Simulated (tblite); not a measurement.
Species: C7H14S.
SMILES with atom numbers: `[CH3:1][S:2][C@@H:3]1[CH2:4][C@H:5]1[CH:6]([CH3:7])[CH3:8]` (hydrogens: H9, H10, H11 on C1; H12 on C3; H13, H14 on C4; H15 on C5; H16 on C6; H17, H18, H19 on C7; H20, H21, H22 on C8)

Structure optimised with GFN2-xTB, isolated species.

**Question.** Give the optimised bond lengths and angles.

**Answer.** 
```csv
bond,length (pm),order
C1–S2,181.7,single
S2–C3,179.5,single
C3–C4,149.8,single
C4–C5,149.9,single
C5–C6,151.4,single
C6–C7,152.8,single
C6–C8,152.8,single
C3–C5,150.0,single
"C1–H9, C1–H10, C1–H11",108.6,single
C3–H12,108.3,single
C4–H13,108.0,single
C4–H14,107.9,single
C5–H15,108.4,single
C6–H16,109.6,single
"C7–H17, C7–H18, C7–H19",108.8,single
"C8–H20, C8–H21, C8–H22",108.8,single
```

Bonds in one row agree within 1 pm and their mean is given. Orders are formal, as drawn. A selection of angles:
```csv
angle,degrees
S2–C1–H9,107.0
S2–C1–H10,109.4
H9–C1–H10,110.0
H10–C1–H11,110.7
C1–S2–C3,98.3
S2–C3–C4,118.7
S2–C3–C5,119.3
S2–C3–H12,112.3
C4–C3–C5,60.0
C4–C3–H12,118.4
C5–C3–H12,119.0
C3–C4–C5,60.1
C3–C4–H13,117.5
C3–C4–H14,117.9
C5–C4–H13,118.6
C5–C4–H14,118.6
H13–C4–H14,114.0
C4–C5–C6,120.5
C4–C5–H15,116.1
C6–C5–H15,113.7
C3–C5–C4,59.9
C3–C5–C6,120.3
C3–C5–H15,116.0
C5–C6–C7,110.4
C5–C6–C8,109.8
C5–C6–H16,108.4
C7–C6–C8,110.8
C7–C6–H16,108.7
C8–C6–H16,108.7
C6–C7–H17,110.6
C6–C7–H18,110.3
H17–C7–H18,108.5
H17–C7–H19,108.5
C6–C8–H20,110.4
C6–C8–H21,110.6
H20–C8–H21,108.7
H20–C8–H22,108.4
```

Torsions: C1–S2–C3–C4 149° (anticlinal); S2–C3–C4–C5 -109° (anticlinal); C3–C4–C5–C6 -110° (anticlinal); C4–C5–C6–C7 156° (antiperiplanar); S2–C3–C5–C4 108° (anticlinal).

The 2 C–S bonds span 1.795 Å (S2–C3, drawn single) to 1.817 Å (C1–S2, drawn single), a spread of 0.022 Å. The 6 C–C bonds span 1.498 Å (C3–C4, drawn single) to 1.528 Å (C6–C8, drawn single), a spread of 0.030 Å. S2 (sulfide sulfur) is bent (angle 98.3°). All internal angles of the 3-membered ring C3–C4–C5 are 60.0°. Of the pairs four or more bonds apart, C4···H20 is among the closest relative to their van der Waals radii: 3.03 Å, 104 % of the sum of Bondi's values.

Point group: C1 (no symmetry element, even within 0.4 Å). Its GFN2-xTB frequencies are all real (lowest 45 cm⁻¹). One conformer, not necessarily the lowest.

These are computed values.
